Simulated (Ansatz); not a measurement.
`[SiH3]C[SeH]` + `OC1CC1` → `OC1([SeH])CC1` + `C[SiH3]`  (formal exchange of groups at the Se–C bond)

Gas-phase electronic energies from Ansatz, PBE0-D4/def2-TZVP geometries. CCSD(T)/CBS is the MP2 limit (def2-TZVPP, def2-QZVPP) plus CCSD(T) − MP2 in def2-TZVPP, frozen cores. This one scheme is used for every species. DFT in def2-TZVPP. For Se outer-core shells are correlated without core-valence functions, which leaves a few kJ/mol of doubt a bond. Scalar relativity is left out up to krypton. Each species was taken in one conformer, which may not be the lowest.

```csv
level,ΔE (eV)
PBE0-D4,-0.19
SCS-MP2/def2-QZVPP,-0.18
```

(1) What does CCSD(T)/CBS give? (Estimate.)

Largest T1 diagnostic among the species: 0.010.

Answers

(1) The calculation gave: -0.18 eV. The listed levels differ from it by -0.01, 0.00 eV.

In def2-TZVPP, CCSD(T) changes the Hartree–Fock value by −0.09 eV (the triples alone add −0.02 eV) and MP2 by −0.13 eV.
